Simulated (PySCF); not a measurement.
# UHF on I (iodine, neutral)

Configuration: [Kr] 4d10 5s2 5p5, 2P determinant. All numbers are calculated (PySCF 2.14, a scalar-relativistic core potential, in cc-pVDZ-PP with ECP28MDF (4s3p2d, 23 functions)).

```json
{
  "Total energy": "-294.652761 hartree",
  "One-electron energy": "-513.6930 hartree",
  "Hartree (Coulomb) energy": "240.0639 hartree",
  "Exchange energy": "-21.0236 hartree",
  "⟨S²⟩": "0.7558",
  "⟨L²⟩": "2.018",
  "Sum of ⟨r⟩": "32.13 bohr",
  "Sum of ⟨r²⟩": "59.83 bohr²",
  "Traceless quadrupole moment −½Σ⟨3z² − r²⟩ along its main axis": "2.93 e·bohr²",
  "Time after the integrals": "0.05 s of wall time on 1 thread of Intel(R) Xeon(R) 6975P-C (shared host)"
}
```

| shell | electrons | mean orbital energy (eV) | spread (eV) | rms radius, mean of both spins (bohr) |
| --- | --- | --- | --- | --- |
| 4s α | 1 | -210.82 | 0 | 0.796 |
| 4s β | 1 | -210.60 | 0 | 0.796 |
| 4p α | 3 | -151.63 | 0.689 | 0.853 |
| 4p β | 3 | -151.41 | 0.161 | 0.853 |
| 4d α | 5 | -62.564 | 0.745 | 0.999 |
| 4d β | 5 | -62.385 | 0.447 | 0.999 |
| 5s α | 1 | -25.044 | 0 | 2.15 |
| 5s β | 1 | -22.613 | 0 | 2.15 |
| 5p α | 3 | -11.333 | 1.557 | 2.65 |
| 5p β | 2 | -10.284 | 0 | 2.65 |

Energies and moments cover only the electrons outside the core potential.
